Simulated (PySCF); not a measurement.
**Radial density of Se⁺ (selenium, charge +1)**

PBE0, [Ar] 3d10 4s2 4p3, high-spin 4S determinant. Calculation: PySCF 2.14, in jorge-DZP-DKH (8s6p2d1f, 43 functions); the spin-free X2C one-electron Hamiltonian (Gaussian nucleus).

```json
{"r (bohr)": "0.000743", "4πr²ρ (e/bohr)": "0.3340", "4πr²(ρα − ρβ)": "0.0000"}
{"r (bohr)": "0.00125", "4πr²ρ (e/bohr)": "0.8088", "4πr²(ρα − ρβ)": "0.0000"}
{"r (bohr)": "0.00210", "4πr²ρ (e/bohr)": "1.938", "4πr²(ρα − ρβ)": "0.0000"}
{"r (bohr)": "0.00354", "4πr²ρ (e/bohr)": "4.517", "4πr²(ρα − ρβ)": "0.0000"}
{"r (bohr)": "0.00595", "4πr²ρ (e/bohr)": "9.932", "4πr²(ρα − ρβ)": "0.0000"}
{"r (bohr)": "0.0100", "4πr²ρ (e/bohr)": "19.76", "4πr²(ρα − ρβ)": "0.0002"}
{"r (bohr)": "0.0168", "4πr²ρ (e/bohr)": "33.16", "4πr²(ρα − ρβ)": "0.0022"}
{"r (bohr)": "0.0283", "4πr²ρ (e/bohr)": "42.00", "4πr²(ρα − ρβ)": "0.0123"}
{"r (bohr)": "0.0476", "4πr²ρ (e/bohr)": "37.24", "4πr²(ρα − ρβ)": "0.0484"}
{"r (bohr)": "0.0801", "4πr²ρ (e/bohr)": "36.50", "4πr²(ρα − ρβ)": "0.1143"}
{"r (bohr)": "0.135", "4πr²ρ (e/bohr)": "49.53", "4πr²(ρα − ρβ)": "0.0878"}
{"r (bohr)": "0.227", "4πr²ρ (e/bohr)": "32.68", "4πr²(ρα − ρβ)": "-0.0185"}
{"r (bohr)": "0.381", "4πr²ρ (e/bohr)": "29.89", "4πr²(ρα − ρβ)": "0.2658"}
{"r (bohr)": "0.641", "4πr²ρ (e/bohr)": "25.47", "4πr²(ρα − ρβ)": "0.0457"}
{"r (bohr)": "1.08", "4πr²ρ (e/bohr)": "6.331", "4πr²(ρα − ρβ)": "0.6537"}
{"r (bohr)": "1.81", "4πr²ρ (e/bohr)": "3.122", "4πr²(ρα − ρβ)": "1.6994"}
{"r (bohr)": "3.05", "4πr²ρ (e/bohr)": "0.7248", "4πr²(ρα − ρβ)": "0.5546"}
{"r (bohr)": "5.13", "4πr²ρ (e/bohr)": "0.02501", "4πr²(ρα − ρβ)": "0.0238"}
```

Densities and radii are taken from the X2C orbitals without a picture-change correction, which distorts them close to the nucleus.

(1) Where is the radial spin density 4πr²(ρα − ρβ) most negative, and why is it negative at all?

Results:

(1) Around r = 0.227 bohr, down to -0.0185 e/bohr: exchange with the open shell polarises the paired shells in an unrestricted calculation.
